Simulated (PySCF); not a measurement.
Compound: C6H6F3P.
Structure used (GFN2-xTB), in Å, numbered top down from 1:
```
atom  x, y, z in Å
C1     3.213   -1.114   -0.573
C2     2.242   -0.756    0.039
P3     0.893   -0.286    1.069
C4    -0.481   -1.025    0.036
C5    -1.806   -0.500    0.483
C6    -2.566    0.290   -0.253
C7     0.785    1.462    0.337
F8     0.604    1.500   -0.992
F9     1.908    2.149    0.592
F10   -0.226    2.155    0.882
H11    4.044   -1.410   -1.145
H12   -0.299   -0.812   -1.021
H13   -0.419   -2.105    0.200
H14   -2.117   -0.799    1.476
H15   -2.268    0.605   -1.240
H16   -3.514    0.655    0.100
```

IAO charges (e) from the PBE0/pcSseg-1 density (PySCF), one withheld:

```tsv
atom	bonded to	charge
C1	C2 H11	-0.1843
C2	C1 P3	-0.2828
P3	C2 C4 C7	+0.5513
C4	P3 C5 H12 H13	?
C5	C4 C6 H14	-0.1449
C6	C5 H15 H16	-0.3033
C7	P3 F8 F9 F10	+0.6325
F8	C7	-0.2781
F9	C7	-0.2749
F10	C7	-0.2764
H11	C1	+0.2088
H12	C4	+0.1599
H13	C4	+0.1666
H14	C5	+0.1479
H15	C6	+0.1508
H16	C6	+0.1574
```

**Question.** What is the charge on C4?

**Answer.** The charges add up to the total charge, 0. The others sum to +0.4305, which leaves -0.4305 e for C4 (sp3 carbon bound to phosphorus); the computed value is -0.4307, the difference coming from rounding.

**Question.** Add each hydrogen's charge to the atom that carries it.

**Answer.** C1 +0.0245, C4 -0.1042, C5 +0.0030, C6 +0.0049. Atoms without hydrogen keep their charges.

**Question.** Across which bond do the charges differ most?

**Answer.** P3–C4: +0.5513 on P3 against -0.4307 on C4, a difference of 0.9820 e. The lower charge is on the more electronegative element of the two (Pauling values: C 2.55, P 2.19).

**Question.** Take the bonds between elements whose Pauling electronegativities differ by more than 0.25. In how many does the more electronegative atom carry the lower charge?

**Answer.** In 11 of 12; it doesn't in P3–C7.

**Question.** How much positive and how much negative charge does this set hold in all?

**Answer.** +2.1752 e on 8 atoms and -2.1754 e on 8.

The IAO scheme counts the electrons in orthogonalised intrinsic atomic orbitals, a minimal basis polarised so that it spans the occupied orbitals exactly. The structure is a single GFN2-xTB conformer in the gas phase; no vibrational or solvent corrections.
